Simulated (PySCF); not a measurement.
Species: C5H7FNPSi.
Geometry (GFN2-xTB, Å), atoms numbered from 1 in this order:
```xyz
16
C5H7FNPSi angstrom
C     -3.181    0.504   -0.025
C     -1.899    0.817   -0.147
N     -0.825    0.006    0.205
C     -0.893   -1.251    0.735
P      0.627   -1.964    1.050
C      1.431   -0.495    0.436
Si     3.280   -0.171    0.314
C      0.476    0.387    0.055
F      0.706    1.608   -0.460
H     -3.525   -0.436    0.369
H     -3.937    1.203   -0.327
H     -1.591    1.773   -0.548
H     -1.854   -1.693    0.915
H      3.601    1.007    1.122
H      3.618    0.074   -1.090
H      3.958   -1.361    0.821
```

Computed with PySCF 2.14.0, density-fitted response routines, TDDFT B3LYP/def2-SVPD, vertical, gas phase, core orbitals frozen in the response. GFN2-xTB frequencies show an imaginary mode (24i cm⁻¹), so this geometry is no minimum at that level.

Transition dipole moments from the ground state, in atomic units and in the frame of the coordinates above (overall signs are arbitrary), for the states with f of 0.002 or more among the lowest 8:

| state | E (eV) | μx | μy | μz |
| --- | --- | --- | --- | --- |
| S1 | 4.434 | 0.805 | -0.102 | 0.050 |
| S2 | 4.789 | -1.261 | 0.618 | -0.271 |
| S3 | 5.459 | 0.003 | -0.088 | -0.210 |
| S4 | 5.643 | -0.310 | 0.601 | -0.256 |
| S6 | 6.013 | 0.003 | -0.168 | -0.399 |
| S7 | 6.137 | -0.003 | 0.084 | 0.200 |
| S8 | 6.189 | 1.771 | -0.290 | 0.138 |

(1) What oscillator strength does each state have?

(2) The point group is Cs. Which irreducible representation does each state belong to?

(3) What angle do the transition dipoles of S2 and S8 make?

(4) How is the summed strength of these states shared among x, y and z?

(5) What peak molar absorption coefficient would the strongest computed level give as a lone Gaussian band 0.4 eV wide at half height?

Results:

(1) f = (2/3) ΔE |μ|² with ΔE in hartree (27.2114 eV).

```
state  |μ|² (au)  |μ| (D)      f
   S1      0.661     2.07  0.072
   S2      2.045     3.64  0.240
   S3      0.052     0.58  0.007
   S4      0.523     1.84  0.072
   S6      0.187     1.10  0.028
   S7      0.047     0.55  0.007
   S8      3.241     4.58  0.491
```

(2) From a totally symmetric ground state, an allowed state transforms like the component of the dipole operator along its μ. Polarised normal to the mirror plane, so A″: S3, S6 and S7. Polarised in the mirror plane, so A′: S1, S2, S4 and S8.

(3) |cos θ| = |μa·μb| / (|μa| |μb|) = 0.95, so θ ≈ 18° (taken between 0 and 90°, since the signs are arbitrary).

(4) (2/3) Σ ΔE μα² gives 0.746 for x, 0.115 for y and 0.056 for z, 0.917 in all.

(5) ε(max) = 2.175×10⁸ f / FWHM, with the width in cm⁻¹. S8: 2.175×10⁸ × 0.4914 / 3226 ≈ 33000 L mol⁻¹ cm⁻¹.

On one thread, Arm Neoverse V2 (aarch64) (shared host), this took 56 s of wall time (grids of density and orbitals included) and 1.1 GiB of memory at its peak.

One conformer stands for the species.
